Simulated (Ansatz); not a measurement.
Molecule: C$_{3}$H$_{5}$O, net charge 1, singlet state. It need not be the lowest isomer of its formula. SMILES: C#CC[OH2+]
Structure (B3LYP-D3(BJ)/def2-TZVP (Ansatz, a quantum-chemistry and plane-wave program) minimum search):
```
C
H 1 1.0872
H 1 1.0882 2 112.77
C 1 1.4210 2 115.01 3 133.93
C 4 1.1995 3 151.46 1 -178.04
H 5 1.0675 3 161.69 1 -177.10
O 1 1.5926 2 101.28 3 -111.30
H 7 0.9770 1 114.80 2 78.29
H 7 0.9776 8 110.78 1 -127.87
```
Charge +1, spin multiplicity 1.

Parts of the frozen-core correlation energy in STO-3G (Ansatz, hartree). Frozen orbitals: 4; correlated occupied orbitals by spin: 11 and 11; virtual: 10 and 10. No spin-orbit coupling. Non-relativistic. The restricted reference is unstable.

```csv
term,value
reference (HF),-188.64516
MP2 opposite-spin,-0.19624
MP2 same-spin,-0.04458
CCSD correlation,-0.28265
(T),-0.00314
T1 diagnostic,0.010
largest doubles amplitude,0.134
```
